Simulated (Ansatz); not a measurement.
C3H8Sn (`C=C[CH2][SnH3]`) at its PBE0-D4/def2-TZVP geometry, where that method's forces vanish. Total charge 0; spin multiplicity 1. Sn takes the def2 core potential.

```xyz
12

C    -0.5638    0.7850    1.8681
C    -0.6970   -0.1612    0.9442
C     0.4080   -0.7788    0.1760
Sn    0.4686    0.0200   -1.8351
H     0.4116    1.1685    2.1516
H    -1.4255    1.2071    2.3709
H    -1.7000   -0.5056    0.6966
H     0.2831   -1.8597    0.0791
H     1.3806   -0.5820    0.6314
H     0.8800    1.6746   -1.7525
H    -1.0720   -0.1500   -2.5546
H     1.6264   -0.8178   -2.7757
```

**Question.** What forces (eV/Å) does ωB97M-V/def2-TZVPP give on these atoms in the Gaussian-basis code of Ansatz? (Best estimate.)

**Answer.** Computed: 
```
C1  -0.008  0.001 -0.008
C2  -0.253  0.127  0.179
C3   0.259 -0.117 -0.249
Sn4  0.005  0.010 -0.018
H5  -0.061 -0.042 -0.027
H6   0.066 -0.038 -0.046
H7   0.071  0.031  0.024
H8   0.011  0.088  0.041
H9  -0.078 -0.021 -0.012
H10 -0.026 -0.104 -0.004
H11  0.095  0.010  0.051
H12 -0.081  0.056  0.070
```
